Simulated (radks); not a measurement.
Valence configurations of the samarium ion Sm2+ (all share [Xe]). Method: Dirac Kohn-Sham, BLYP, spin-unpolarised, spherical densities, point nucleus; open shells fill j = l - 1/2 first; computed with a radial shooting solver on a logarithmic mesh with Libxc functionals. Energies are relative to 4f6; eigenvalues in eV.

valence          E (eV)  e(4f5/2)  e(5d3/2)  e(6p1/2)  e(6s1/2)
4f6               0.000   -15.667         -         -         -
4f5 5d1           3.924   -21.359   -15.232         -         -
4f5 6s1           4.733   -23.977         -         -   -15.840
4f4 5d2          12.562   -28.002   -16.717         -         -
4f4 6p2          25.646   -35.632         -   -14.071         -
4f5 6p1           8.702   -24.935         -   -12.385         -
4f5.5 5d0.5       1.433   -18.374   -14.494         -         -
4f5.5 6p0.5       3.430   -20.087         -   -11.477         -
4f4.5 5d0.5 6s1   8.842   -27.297   -17.801         -   -16.177
4f5.5 6s0.5       1.553   -19.599         -         -   -14.945

NIST lists [Xe] 4f6 as the ground configuration; this level of theory agrees among the configurations tried. The energies are those of spherical spin-averaged densities, not of single terms.
